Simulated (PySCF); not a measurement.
# One molecule, several mistakes: BH5OSi2

These are calculations, not measurements. They come from PySCF 2.14.0, an open-source quantum chemistry program, on an isolated molecule that a program drew, which may never have been made. The molecule is BH5OSi2 (charge 0, singlet), drawn as the SMILES string `B[SiH2]O[SiH]`.

Each row is a Hartree-Fock (HF) and frozen-core CCSD(T) single point in the cc-pV(D+d)Z basis, meant for a local HF minimum. Run 1 is clean. Each other run has one planted mistake out of seven kinds, and not every kind appears here: one electron removed, one electron added, multiplicity raised by two, geometry at a saddle point, minimal basis STO-3G, one bond length entered in bohr, all coordinates scaled. The reference is restricted for singlets and unrestricted otherwise, and also for a bond in bohr. Adding or removing an electron swaps singlet and doublet. Electrons count all cores. HOMO and LUMO are orbital energies over both spins, the gradient is its largest component, and the lowest frequency (negative if imaginary) is given only where the gradient is small. Bond lengths are over the 8 bonds as drawn. T1 is the CCSD diagnostic: over 0.02 (restricted) or 0.045 (unrestricted) a single reference is doubtful.

Geometry of the clean run:
```xyz
9
BH5OSi2, angstrom
B    -1.2899    0.8426    0.4620
Si   -0.0160   -0.5672    1.1787
O    -0.1413   -2.0113    0.3641
Si   -0.5067   -3.6174    0.3775
H    -2.1113    0.6152   -0.3819
H    -1.2389    1.9589    0.9023
H    -0.2989   -0.7978    2.6187
H     1.3851   -0.1005    1.0508
H    -0.9461   -3.7400    1.8424
```

| run | electrons | basis functions | <S^2> | HOMO (eV) | LUMO (eV) | gradient (hartree/bohr) | lowest frequency (cm^-1) | mean bond (Å) | longest bond (Å) | T1 | HF (hartree) | CCSD(T) (hartree) | mistake |
|---|---|---|---|---|---|---|---|---|---|---|---|---|---|
| 1 | 46 | 99 | 0.000 | -8.86 | 1.20 | 3.3e-05 | 36 | 1.5304 | 2.031 | 0.0152 | -680.33046 | -680.84171 | no fault |
| 2 | 46 | 99 | 2.007 | -7.50 | 0.34 | 3.3e-02 | - | 1.5304 | 2.031 | 0.0184 | -680.28478 | -680.77104 | multiplicity raised by two |
| 3 | 46 | 99 | 0.000 | -8.63 | 1.26 | 7.1e-02 | - | 1.4447 | 1.917 | 0.0138 | -680.30074 | -680.80536 | all coordinates scaled |
| 4 | 46 | 33 | 0.000 | -5.62 | 6.23 | 2.7e-02 | - | 1.5304 | 2.031 | 0.0215 | -672.28545 | -672.48254 | minimal basis STO-3G |
| 5 | 45 | 99 | 0.773 | -14.97 | -6.95 | 9.7e-02 | - | 1.5304 | 2.031 | 0.0248 | -680.04100 | -680.52665 | ? |
| 6 | 46 | 99 | 1.032 | -8.80 | 0.77 | 1.1e-02 | - | 1.6956 | 2.807 | 0.0580 | -680.22246 | -680.72473 | ? |

**Which mistake was planted in run 5, and what did it cost?**

It counts 45 electrons, one fewer than the clean run, at the same geometry and basis. So the mistake is: one electron removed. Subtracting run 1 and multiplying by 627.51 kcal/mol a hartree, the energy moved by 181.6 kcal/mol in HF and 197.7 kcal/mol in CCSD(T).

**Which mistake was planted in run 6, and what did it cost?**

The mean bond changes by a factor of 1.108 and the longest by 1.382, so the molecule wasn't scaled as a whole. A length L in bohr read as angstrom grows by (1/0.5292 - 1) L = 0.890 L. The 8 bonds together grew by 8 x 0.1652 = 1.322 Å, which gives L = 1.485 Å. That is the length of one of the H-Si bonds, 1.485 Å in the clean geometry. So the mistake is: one bond length entered in bohr. Subtracting run 1 and multiplying by 627.51 kcal/mol a hartree, the energy moved by 67.8 kcal/mol in HF and 73.4 kcal/mol in CCSD(T).

Cautions from the logs. Run 4: T1 is over the limit, so its CCSD(T) energy is less reliable; run 6: T1 is over the limit, so its CCSD(T) energy is less reliable.
